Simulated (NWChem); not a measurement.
Everything below was run with NWChem. System: ClGe, charge 0, spin multiplicity 2, at a geometry optimised with UB3LYP/def2-SVP. The structure started from a generated list of species. Its SCF solution wasn't tested for a lower state. Level: ROCCSD(T)/def2-TZVP, 14 core orbitals frozen.

Output (cleaned and shortened):

```
             Northwest Computational Chemistry Package (NWChem) 7.3.0
             --------------------------------------------------------

                                NWChem Input Module
                                -------------------

 Scaling coordinates for geometry "geometry" by  1.889725989
 (inverse scale =  0.529177249)

 Turning off AUTOSYM since
 SYMMETRY directive was detected!

                             Geometry "geometry" -> ""
                             -------------------------

 Output coordinates in angstroms (scale by  1.889725989 to convert to a.u.)

  No.       Tag          Charge          X              Y              Z
 ---- ---------------- ---------- -------------- -------------- --------------
    1 Ge                  32.0000     0.00000000     0.00000000     0.76484400
    2 Cl                  17.0000     0.00000000     0.00000000    -1.43970600

 Effective nuclear repulsion energy (a.u.)     130.5810362459

            Nuclear Dipole moment (a.u.)
            ----------------------------
        X                 Y               Z
 ---------------- ---------------- ----------------
     0.0000000000     0.0000000000     0.0000113384

      Symmetry information
      --------------------

 Group name             C2v
 Group number             16
 Group order               4
 No. of unique centers     2

      Symmetry unique atoms

     1    2


 Summary of "ao basis" -> "" (spherical)
 ------------------------------------------------------------------------------
       Tag                 Description            Shells   Functions and Types
 ---------------- ------------------------------  ------  ---------------------
 *                         def2-tzvp                  on all atoms

 Summary of "ao basis" -> "ao basis" (spherical)
 ------------------------------------------------------------------------------
       Tag                 Description            Shells   Functions and Types
 ---------------- ------------------------------  ------  ---------------------
 Ge                        def2-tzvp                16       48   6s5p4d1f
 Cl                        def2-tzvp                13       37   5s5p2d1f

                                 NWChem SCF Module
                                 -----------------

  ao basis        = "ao basis"
  functions       =    85
  atoms           =     2
  closed shells   =    24
  open shells     =     1
  charge          =   0.00
  wavefunction    = ROHF
  use symmetry    = T
  symmetry adapt  = T

 Summary of "ao basis" -> "ao basis" (spherical)
 ------------------------------------------------------------------------------
       Tag                 Description            Shells   Functions and Types
 ---------------- ------------------------------  ------  ---------------------
 Ge                        def2-tzvp                16       48   6s5p4d1f
 Cl                        def2-tzvp                13       37   5s5p2d1f

      Symmetry analysis of basis
      --------------------------

        a1         37
        a2          8
        b1         20
        b2         20

 Forming initial guess at       0.1s

      Symmetry analysis of molecular orbitals - initial
      -------------------------------------------------

  Numbering of irreducible representations:

     1 a1          2 a2          3 b1          4 b2

  Orbital symmetries:

     1 a1          2 a1          3 a1          4 b1          5 b2
     6 a1          7 a1          8 a1          9 b1         10 b2
    11 a1         12 b1         13 a1         14 b2         15 a1
    16 b1         17 a2         18 a1         19 b2         20 a1
    21 a1         22 b2         23 b1         24 a1         25 b2
    26 b1         27 a1         28 a2         29 a1         30 a1
    31 b2         32 b1         33 a1         34 a1         35 b2

 Starting SCF solution at       0.1s

 ----------------------------------------------
         Quadratically convergent ROHF

 Convergence threshold     :          1.000E-07
 Maximum no. of iterations :          100
 Final Fock-matrix accuracy:          1.000E-09
 ----------------------------------------------

              iter       energy          gnorm     gmax       time
[...]
  ----- ------------  ---------------      ----- ------------  ---------------
    19      0.778363  1 Ge px                16      0.350872  1 Ge px
    66     -0.210305  2 Cl px                10     -0.174447  1 Ge px

 Vector   27  Occ=0.000000D+00  E= 1.123637D-01  Symmetry=a1
              MO Center= -5.5D-15,  1.1D-14,  6.3D-01, r^2= 4.8D+00
   Bfn.  Coefficient  Atom+Function         Bfn.  Coefficient  Atom+Function
  ----- ------------  ---------------      ----- ------------  ---------------
    21      1.154625  1 Ge pz                53      0.727852  2 Cl s
    68      0.605296  2 Cl pz                 6     -0.545638  1 Ge s
    18      0.254227  1 Ge pz                65      0.182787  2 Cl pz
     5     -0.150563  1 Ge s

 Vector   28  Occ=0.000000D+00  E= 2.969504D-01  Symmetry=a1
              MO Center=  2.9D-13, -7.5D-13,  6.9D-01, r^2= 4.1D+00
   Bfn.  Coefficient  Atom+Function         Bfn.  Coefficient  Atom+Function
  ----- ------------  ---------------      ----- ------------  ---------------
    41      1.073212  1 Ge d  2               5     -0.330881  1 Ge s
     6      0.256145  1 Ge s                 36     -0.249744  1 Ge d  2

 center of mass
 --------------
 x =   0.00000000 y =   0.00000000 z =   0.10749026

 moments of inertia (a.u.)
 ------------------
         412.003646680337           0.000000000000           0.000000000000
           0.000000000000         412.003646680337           0.000000000000
           0.000000000000           0.000000000000           0.000000000000

  Mulliken analysis of the total density
  --------------------------------------

    Atom       Charge   Shell Charges
 -----------   ------   -------------------------------------------------------
    1 Ge  32    31.60   2.00  2.00  1.18  0.78  1.06  0.89  5.98  4.41  1.58  0.84  0.76  8.92  1.08  0.02  0.07  0.02
    2 Cl  17    17.40   2.01  0.45  1.52  1.08  0.88  4.18  1.69  1.06  2.87  1.62  0.01  0.03  0.00

 Mulliken analysis of the open-shell density
 -------------------------------------------

    Atom       Charge   Shell Charges
 -----------   ------   -------------------------------------------------------
    1 Ge  32     0.98   0.00  0.00  0.00 -0.00  0.00  0.00  0.00  0.02 -0.01  0.43  0.54  0.00  0.00 -0.00  0.00  0.00
    2 Cl  17     0.02   0.00  0.00 -0.00  0.00 -0.00  0.00 -0.00  0.01  0.02 -0.01  0.00  0.00  0.00

       Multipole analysis of the density wrt the origin
       ------------------------------------------------

     L   x y z        total         open         nuclear
     -   - - -        -----         ----         -------
     0   0 0 0     -0.000000     -1.000000     49.000000

     1   1 0 0      0.000000     -0.000000      0.000000
     1   0 1 0     -0.000000     -0.000000      0.000000
     1   0 0 1      0.841632     -1.455541      0.000011

     2   2 0 0    -20.474603     -1.794453      0.000000
     2   1 1 0      0.000000      0.000000      0.000000
     2   1 0 1     -0.000000     -0.000000      0.000000
     2   0 2 0    -24.013803     -5.387368      0.000000
     2   0 1 1     -0.000000     -0.000000      0.000000
     2   0 0 2    -23.967356     -4.684349    192.681668

                   NWChem Extensible Many-Electron Theory Module
                   ---------------------------------------------


            General Information
            -------------------
      Number of processors :     1
         Wavefunction type : Restricted open-shell Hartree-Fock
          No. of electrons :    49
           Alpha electrons :    25
            Beta electrons :    24
           No. of orbitals :   170
            Alpha orbitals :    85
             Beta orbitals :    85
        Alpha frozen cores :    14
         Beta frozen cores :    14
     Alpha frozen virtuals :     0
      Beta frozen virtuals :     0
         Spin multiplicity : doublet
    Number of AO functions :    85
       Number of AO shells :    29
        Use of symmetry is : on
      Symmetry adaption is : on
         Schwarz screening : 0.10D-09

          Correlation Information
          -----------------------
          Calculation type : Coupled-cluster singles & doubles w/ perturbation
   Perturbative correction : (T)
            Max iterations :      100
        Residual threshold : 0.10D-05
     T(0) DIIS level shift : 0.00D+00
     L(0) DIIS level shift : 0.00D+00
     T(1) DIIS level shift : 0.00D+00
     L(1) DIIS level shift : 0.00D+00
     T(R) DIIS level shift : 0.00D+00
     T(I) DIIS level shift : 0.00D+00
   CC-T/L Amplitude update :  5-th order DIIS
                I/O scheme : Global Array Library
        L-threshold :  0.10D-05
        EOM-threshold :  0.10D-05
 no EOMCCSD initial starts read in
 TCE RESTART OPTIONS
 SLICE:      F
 D4D5:       F
 quantumc:   F
 qrotation:  F
 pwtce:      F
 qducc:      F
 nacto:                         0
 nrotv:                         0
 nrot:                          0

            Memory Information
            ------------------
          Available GA space size is     249022350 doubles
          Available MA space size is     104843316 doubles

 Maximum block size supplied by input
 Maximum block size        24 doubles

 tile_dim =     24

 -------------------------------------------------

 Global array virtual files algorithm will be used

 Parallel file system coherency ......... OK

 4-electron integrals stored in orbital form

 v2    file size   =          1751233
 4-index algorithm nr.  13 is used
 imaxsize =       30
 imaxsize ichop =        0


CCSD iterations
 ---------------------------------------------------------
 Iter          Residuum       Correlation     Cpu    Wall
 ---------------------------------------------------------
    1   0.1665738168065  -0.3932712028495     0.8     0.8
    2   0.0356190389643  -0.4012174569479     0.8     0.8
    3   0.0119775202059  -0.4080010676942     0.8     0.8
    4   0.0051103012626  -0.4088313674742     0.8     0.8
    5   0.0022665176070  -0.4094340786044     0.8     0.8
    6   0.0007902801856  -0.4096871451715     0.8     0.8
    7   0.0005215632903  -0.4097028144235     0.8     0.8
    8   0.0002482629405  -0.4097134392534     0.8     0.8
    9   0.0001930557917  -0.4097110015347     0.8     0.8
   10   0.0001119752441  -0.4097175549109     0.8     0.8
   11   0.0000397262414  -0.4097186695970     0.8     0.8
   12   0.0000189519212  -0.4097211638411     0.8     0.8
   13   0.0000123090657  -0.4097208068793     0.8     0.8
   14   0.0000072739613  -0.4097206911336     0.8     0.8
   15   0.0000051274591  -0.4097206794180     0.8     0.8
   16   0.0000017753893  -0.4097204937652     0.8     0.8
   17   0.0000011108531  -0.4097205366326     0.8     0.8
   18   0.0000006210818  -0.4097205866847     0.8     0.8
 -----------------------------------------------------------------
 Iterations converged
 CCSD correlation energy / hartree =        -0.409720586684661
 CCSD total energy / hartree       =     -2535.304116737175264

 Singles contributions

 Doubles contributions
 CCSD(T)
 Using plain CCSD(T) code
             total no. of tasks         1850
 total no. of tasks / no. procs         1850
                         wl_min            2           1.1
                         wl_max      1728000          11.0
        thresh for no. of tasks         1850

 CCSD[T]  correction energy / hartree =        -0.018575986298814
 CCSD[T] correlation energy / hartree =        -0.428296572983475
 CCSD[T] total energy / hartree       =     -2535.322692723474120
 CCSD(T)  correction energy / hartree =        -0.017575618312652
 CCSD(T) correlation energy / hartree =        -0.427296204997313
 CCSD(T) total energy / hartree       =     -2535.321692355487812

 Task  times  cpu:       34.7s     wall:       34.7s

 Total times  cpu:       34.7s     wall:       34.7s
```

**Question.** Write an NWChem input that would produce this output.

**Answer.** Several could match; the one computed here: 
```
start mol
memory heap 100 mb stack 700 mb global 1900 mb
geometry units angstroms nocenter noautoz
  Ge     0.000000     0.000000     0.764844
  Cl     0.000000     0.000000    -1.439706
  symmetry group C2v
end
basis spherical
  * library def2-tzvp
end
scf
  rohf
  nopen 1
  maxiter 100
  thresh 1e-7
  semidirect memsize 60000000 filesize 0
  # guess.movecs holds the orbitals of an unrestricted PBE0 run
  vectors input guess.movecs output mol.movecs
end
tce
  freeze core 14
  ccsd(t)
  2eorb
  2emet 13
  thresh 1e-6
  maxiter 100
  tilesize 24
end
task tce energy
```
